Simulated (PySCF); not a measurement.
**Shapes and spin states of CoOCl2**

Method: PBE0/[Co def2-TZVP, O def2-TZVP, Cl def2-TZVP], no relativity, density fitting, PySCF.

Relaxations began from a few typed shapes and spin states; open shells are unrestricted. The search is not exhaustive: other isomers or separated fragments can lie lower, and high-lying points may rest on an excited occupation.

**Question.** Order these stationary points by electronic energy, lowest first, in kJ/mol from the lowest minimum.
A. broken-symmetry Ms = 1/2 (⟨S²⟩ 1.83) Cs: Co–Cl 2.090 Å (×2), Co–O 1.647 Å; Cl–Co–Cl 148.6°, Cl–Co–O 103.8° (×2)
B. sextet C2v: Co–Cl 2.109 Å (×2), Co–O 1.723 Å; Cl–Co–Cl 129.3°, Cl–Co–O 115.4° (×2)
C. quartet C2v: Co–Cl 2.079 Å (×2), Co–O 1.569 Å; Cl–Co–Cl 142.5°, Cl–Co–O 108.7° (×2)
D. sextet Cs: Co–Cl 2.109 Å, Co–Cl 2.148 Å, Co–O 1.767 Å; Cl–Co–Cl 129.6°, Cl–Co–O 98.1°, Cl–Co–O 132.3°

**Answer.** C (0.0), B (23.3), D (45.2), A (46.5).

**Question.** Which of them are minima?

**Answer.** By energy in kJ/mol, 0.0: minimum; 23.3: minimum; 45.2: minimum; 46.5: minimum.

Formally Co is in oxidation state +4, d5, with 3 unpaired electrons (the high-spin count would be 5). The Mulliken spin on Co is 2.00. The polar-tensor charge on Co, 1.16, is far below the formal one.

For the lowest minimum: open d and f shells are described by one determinant, and the ground state may have another occupation or spin.
